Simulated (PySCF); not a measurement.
**Dipole response of La(2+) (lanthanum, charge +2)**

[Xe] 5d1, 2D determinant. All numbers are calculated (PySCF 2.14, the spin-free X2C one-electron Hamiltonian (Gaussian nucleus), in x2c-TZVPPall with one added diffuse shell each of s, p, d type (12s8p8d3f1g, 106 functions)). Coupled (time-dependent) response in atomic units; α is the mean over directions.

| method | mean α (bohr³) | α xx, yy, zz | C₆ (like pair) | S(−4) |
| --- | --- | --- | --- | --- |
| UHF | 19.54 | 22.99, 22.99, 12.62 | 130.7 | 261.1 |
| PBE | 20.99 | 24.41, 24.41, 14.14 | 130.5 | 760.2 |

S(−4) is the Cauchy moment in α(ω) = α(0) + S(−4) ω² + …

Spin-orbit coupling is absent.

α(iu) at UHF:

```
u (hartree)  α(iu) (bohr³)
          0          19.54
     0.0500          18.92
      0.100          17.45
      0.200          14.20
      0.300          11.82
      0.500          8.829
      0.750          6.514
       1.00          4.967
       1.50          3.127
       2.00          2.154
       3.00          1.228
       5.00         0.5809
```

A single London oscillator, α(iu) = α/(1 + u²/ω²), gives C₆ = (3/4) ω α². Matching the computed C₆ needs ω = 4 × 130.7 / (3 × 19.54²) = 0.456 hartree.

For an ion, C₆ is the dispersion term alone; charge-induced terms of lower order in 1/R come first.

The components differ because the open shell of this determinant is not spherical; for a pure term their mean is the scalar polarisability.

Spin-orbit coupling, absent here, splits the open shell strongly.
